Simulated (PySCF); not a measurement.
Correlation energy of Ne³⁺ (neon, charge +3)

[He] 2s2 2p3, high-spin 4S determinant. Calculation: PySCF 2.14, in aug-cc-pwCVDZ; no relativity, point nucleus. Frozen: 1s2; 5 electrons correlated.

```tsv
level	correlation energy (mhartree)
CCSD	-91.06
(T)	-0.39
CCSD(T)	-91.45
CCSDT	-91.49
```

Diagnostics: T1 = 0.0021, D1 = 0.0040, largest double amplitude 0.024.

Cost of the coupled-cluster step: about 0.21 core-seconds, for 5 correlated electrons.

Iterations:

```
CC2 = 0
CCSD nocc = (np.int64(4), np.int64(1)), nmo = (26, 26)
frozen orbitals [[0], [0]]
max_cycle = 100
direct = 0
conv_tol = 1e-08
conv_tol_normt = 1e-06
diis_space = 8
diis_start_cycle = 0
Init t2, MP2 energy = -0.0780350841807163
Init E_corr(UCCSD) = -0.0780350841809727
cycle = 1  E_corr(UCCSD) = -0.0884465574244563  dE = -0.0104114732  norm(t1,t2) = 0.0174253
cycle = 2  E_corr(UCCSD) = -0.0903974650390432  dE = -0.00195090761  norm(t1,t2) = 0.00486254
cycle = 3  E_corr(UCCSD) = -0.0910802614976738  dE = -0.000682796459  norm(t1,t2) = 0.00157886
cycle = 4  E_corr(UCCSD) = -0.0910584140845592  dE = 2.18474131e-05  norm(t1,t2) = 0.000154099
cycle = 5  E_corr(UCCSD) = -0.091060559602412  dE = -2.14551785e-06  norm(t1,t2) = 2.54183e-05
cycle = 6  E_corr(UCCSD) = -0.0910605559096273  dE = 3.69278474e-09  norm(t1,t2) = 1.30203e-06
cycle = 7  E_corr(UCCSD) = -0.0910605714644984  dE = -1.55548711e-08  norm(t1,t2) = 9.61118e-08
cycle = 8  E_corr(UCCSD) = -0.0910605704859835  dE = 9.78514839e-10  norm(t1,t2) = 1.2293e-08
UCCSD converged
E(UCCSD) = -124.1480047967134  E_corr = -0.09106057048598352
UCCSD(T) correction = -0.000390150890102832
```
